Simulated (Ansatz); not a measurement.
Consider the redistribution: `[OH][Al]([Cl])[Cl]` + `CO[Si]OC` → `C[O][Al]([OH])[Cl]` + `CO[Si]Cl`.

Computed with Ansatz on PBE0-D4/def2-TZVP structures; ΔE is electronic, products minus reactants. CBS: MP2 limit from def2 TZ/QZ plus the TZ coupled-cluster correction, frozen cores. Functionals use def2-TZVPP. One conformer a species, not always the lowest.

Question: Is it downhill or uphill in electronic energy at CCSD(T)/CBS, and by how much? (Best estimate.)

Answer: Ansatz gave: Uphill: ΔE = +16.6 kJ/mol.

Question: What do these levels give: BLYP-D4, r2SCAN-D4, ωB97M-V, PBE, CAM-B3LYP, LC-ωPBE, CCSD(T)/def2-SVP, HF/def2-TZVPP, MP2/def2-TZVPP, CCSD/def2-TZVPP, HF/CBS(def2), MP2/CBS(def2)? (Estimate.)

Answer: Computed: BLYP-D4 11.8, r2SCAN-D4 14.8, ωB97M-V 15.2, PBE 10.3, CAM-B3LYP 15.1, LC-ωPBE 17.0, CCSD(T)/def2-SVP 15.9, HF/def2-TZVPP 19.6, MP2/def2-TZVPP 15.7, CCSD/def2-TZVPP 16.9, HF/CBS(def2) 20.1, MP2/CBS(def2) 15.8 kJ/mol.

Largest T1 diagnostic among the species: 0.014.

From BLYP to BHLYP (50 % exact exchange), in def2-TZVPP and without D4, ΔE moves by +6.4 kJ/mol. Leaving LDA and LC-ωPBE aside and taking each functional with its dispersion term where it has one, the values, not all of them listed here, spread over 5.9 kJ/mol, from PBE-D4 to ωB97X-V.
